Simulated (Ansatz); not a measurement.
Gas-phase electronic energies from Ansatz, PBE0-D4/def2-TZVP geometries. CCSD(T)/CBS adds triple-zeta CCSD(T) − MP2 to the extrapolated MP2 energy (def2 sets, frozen cores). This one scheme is used for every species. DFT in def2-TZVPP. def2 core potentials past Kr. For Sn outer-core shells are correlated without core-valence functions, which leaves a few kJ/mol of doubt a bond. One conformer a species, not always the lowest.

`C=C[CH2][SnH3]` + H–F → `[F][SnH3]` + propene  (ligand exchange at the Sn–C bond)

| level | ΔE (kJ/mol) |
| --- | --- |
| PBE-D4 | -69.9 |
| ωB97X-V | -82.1 |
| B2PLYP | -80.3 |
| revPBE | -81.1 |
| CAM-B3LYP | -91.2 |
| RPA@PBE/def2-TZVPP | -65.4 |
| MP2/def2-QZVPP | -58.0 |
| HF/CBS(def2) | -103.5 |

Problem. What does CCSD(T)/CBS give? (An estimate is asked.)

Solution. Ansatz gave: -65.5 kJ/mol. The listed levels differ from it by -4.4, -16.6, -14.8, -15.6, -25.7, 0.1, 7.5, -38.0 kJ/mol.

Largest T1 diagnostic among the species: 0.014.

From PBE to PBE0 (25 % exact exchange), in def2-TZVPP and without D4, ΔE moves by +3.2 kJ/mol. The D4 term adds +11.2 kJ/mol with B3LYP and +6.3 kJ/mol with PBE0; it sums over pairs of atoms, weighted by their polarisabilities, and B3LYP, whose exchange is more repulsive, gets the larger term.

B3LYP here is the variant with VWN-RPA as its local correlation; programs differ in this.
